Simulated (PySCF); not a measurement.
r2SCAN on Ta⁻ (tantalum, charge -1), [Xe] 4f14 5d4 6s2, high-spin 5D determinant. All numbers are calculated (PySCF 2.14, a scalar-relativistic core potential, in def2-TZVPPD with the def2 core potential (60 electrons) (6s5p3d2f1g, 59 functions)).

```
cycle= 1 E= -56.8721435534754  delta_E= -0.00826  |g|= 0.0138  |ddm|= 0.43
cycle= 2 E= -56.8723527124447  delta_E= -0.000209  |g|= 0.00346  |ddm|= 0.0892
cycle= 3 E= -56.8723743114434  delta_E= -2.16e-05  |g|= 0.00196  |ddm|= 0.0294
cycle= 4 E= -56.8723789520918  delta_E= -4.64e-06  |g|= 0.00131  |ddm|= 0.0107
cycle= 5 E= -56.8723807237609  delta_E= -1.77e-06  |g|= 8.01e-05  |ddm|= 0.0079
cycle= 6 E= -56.8723807479137  delta_E= -2.42e-08  |g|= 1.74e-05  |ddm|= 0.00121
cycle= 7 E= -56.8723807482018  delta_E= -2.88e-10  |g|= 1.79e-06  |ddm|= 5.66e-05
converged SCF energy = -56.8723807482018  <S^2> = 6.0590729  2S+1 = 5.0235736
```

Highest occupied orbital energy: 2.620 eV; ⟨L²⟩ = 6.07; populations by l: s 3.99, p 6.00, d 4.01, f 0.00.

**Question.** Can this result be used?

**Answer.** With care. Self-consistency was reached. Energies and moments cover only the electrons outside the core potential. Spin-orbit coupling, absent here, splits the open shell strongly. At r2SCAN the highest occupied level has a positive energy, so only the finite basis holds that electron; in a semilocal or global hybrid functional this comes from self-interaction and does not mean that the real anion is unbound.
